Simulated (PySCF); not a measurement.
## Run times: chromium in aug-cc-pwCVTZ-DK

Measured wall times of calculations with PySCF 2.14 in aug-cc-pwCVTZ-DK (10s9p7d4f3g, 127 functions), with scalar relativity by spin-free X2C-1e, run from one Python driver. Hardware: 1 thread of Neoverse-V1 on a shared host, 1.3 GiB allowed. The two-electron integrals over 127 functions were computed once and kept in memory (4 CPU seconds with the set-up); the times below exclude them. Kohn-Sham runs start from converged Hartree-Fock orbitals.

Launch command (the driver calls PySCF for each step listed in the task file):

```bash
OMP_NUM_THREADS=1 python atomrun2.py TASK.json OUT
```

| species | step | iterations | wall time (s) |
| --- | --- | --- | --- |
| Cr [Ar] 3d4 4s2 | UHF with spin-orbit constants | 8 | 6.5 |
| Cr [Ar] 3d4 4s2 | LDA | 7 | 2.9 |
| Cr [Ar] 3d4 4s2 | PBE | 8 | 4.4 |
| Cr [Ar] 3d4 4s2 | PBE0 | 8 | 7.1 |
| Cr [Ar] 3d4 4s2 | r2SCAN | 9 | 13 |
| Cr [Ar] 3d4 4s2 | M06-2X | 8 | 15 |
| Cr [Ar] 3d4 4s2 | TPSS | 8 | 12 |
| Cr [Ar] 3d4 4s2 | LC-wPBE | 10 | 13 |
| Cr [Ar] 3d4 4s2 | MP2 (6 electrons) |  | 1.7 |
| Cr [Ar] 3d4 4s2 | MP2 (14 electrons) |  | 2.6 |

(1) Roughly how long does MP2 (24 electrons) take for Cr [Ar] 3d4 4s2 here?

Peak memory of the process: 0.95 GiB. Times on a shared host vary from run to run.

## Answers

(1) About 3.6 s.
